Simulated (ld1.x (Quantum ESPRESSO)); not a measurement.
# What one change does to a pseudopotential (I (Z = 53), TM)

ld1.x (Quantum ESPRESSO) 7.5 input, shortened:

```
&input
   title='I', zed=53., rel=2, dft='PBE', iswitch=3,
   config='[Kr] 4d10 5s2 5p4.5', rel_dist='average'
 /
 &inputp
   pseudotype=2, tm=.true., lloc=-2, rcloc=1.15,
   nlcc=.false.
 /
2
5S  1  0   2.00   0.00  1.35  1.35  0.0
5P  2  1   4.50   0.00  2.00  2.00  0.0
 &test
   configts(1)='5s2 5p4.5'
 /
```

Open shells are filled in proportion to 2j + 1 (rel_dist='average').

All-electron outer shells of the reference configuration (PBE, scalar-relativistic, ld1.x):

```json
{"shell": "4d", "level (eV)": "-54.87", "outermost node (bohr)": "0.35", "outermost maximum (bohr)": "0.78"}
{"shell": "5s", "level (eV)": "-21.70", "outermost node (bohr)": "0.88", "outermost maximum (bohr)": "1.70"}
{"shell": "5p", "level (eV)": "-11.09", "outermost node (bohr)": "0.96", "outermost maximum (bohr)": "2.00"}
```

Change: core correction a·sin(br)/r model core inside 0.70 bohr.

Cutoffs: the cutoffs (Ry, on a coarse ladder) from which the occupation-weighted sum of valence levels, in a spherical-Bessel basis at the reference potential, stays within 10 and 1 mRy of its value at 400 Ry; they do not see the model core or the augmentation charge, which bear on the density cutoff. Errors are all-electron minus pseudo energies relative to the spin-unpolarised reference configuration.

Q: Predict the effect on cutoff, ghosts and configuration errors.

A: The potential gets neither clearly harder nor softer (70 Ry and 180 Ry → 70 Ry and 180 Ry); both files keep a bound ghost (d, s); of the 7 tests that both files solve, the error grows in 0 and shrinks in 4 by more than 15 % and 0.3 meV (median size 26.2 → 4.2 meV). Exchange and correlation are not linear in the density, so unscreening with the valence charge alone errs where core and valence overlap; a model core restores that term. A model core, the more so a compact one, raises the density cutoff, which this test does not measure.

```tsv
quantity	base	changed
cutoff, loose	70 Ry	70 Ry
cutoff, tight	180 Ry	180 Ry
bound ghosts	s, d	s, d
error for 5s2 5p5, meV [ΔE -4.54 eV]	+2.0	+1.9
error for 5s2 5p4, meV [ΔE 6.61 eV]	+2.5	+2.2
error for 5s2 5p3, meV [ΔE 26.49 eV]	+26	+21
error for 5s2 5p5.3, meV [ΔE -6.34 eV]	+4.6	+4.2
error for 5s2 5p2, meV [ΔE 55.85 eV]	+74	+47
error for 5s2 5p1, meV [ΔE 95.31 eV]	+103	+13
error for 5s1 5p5, meV [ΔE 17.55 eV]	+40	-0.5
s: phases at 2.19 bohr within 0.05 rad from the reference energy up to (Ry; the scan ends near 5)	4.5	4.5
p1/2: phases at 2.19 bohr within 0.05 rad from the reference energy up to (Ry; the scan ends near 5)	0.3	0.3
p3/2: phases at 2.19 bohr within 0.05 rad from the reference energy up to (Ry; the scan ends near 5)	-0.1	-0.1
```

 A true bound ghost makes a file unfit for plane-wave use even where its test errors are small: the radial tests pick states by their node count and pass the ghost by.
